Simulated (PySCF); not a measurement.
SMILES [NH][SiH3] (H4NSi), doublet (B3LYP/def2-SVP optimised geometry):

```
6

N     -1.144     0.751     0.000
Si    -0.353    -0.829     0.000
H     -0.503     1.557     0.000
H     -0.835    -1.557    -1.212
H     -0.835    -1.557     1.211
H      1.144    -0.829     0.000
```

Method: unrestricted B3LYP/def2-TZVP run with PySCF 2.14.0.

### Question
What are the frontier orbital energies (α orbitals alone; a β orbital can be the lowest empty one) and the dipole moment?

### Answer
HOMO-2 -9.82 eV, HOMO-1 -8.42 eV, HOMO -8.29 eV, LUMO -0.07 eV, LUMO+1 1.28 eV; dipole moment 1.40 D.

On the same geometry unrestricted PBE/def2-TZVP (PySCF) gives HOMO-2 -8.63 eV, HOMO-1 -7.14 eV, HOMO -6.99 eV, LUMO -0.65 eV, LUMO+1 0.65 eV; dipole moment 1.31 D.

Meta-Löwdin charges at B3LYP/def2-TZVP: N1 -0.53, Si2 0.61, H3 0.23, H4 -0.09, H5 -0.09, H6 -0.12.
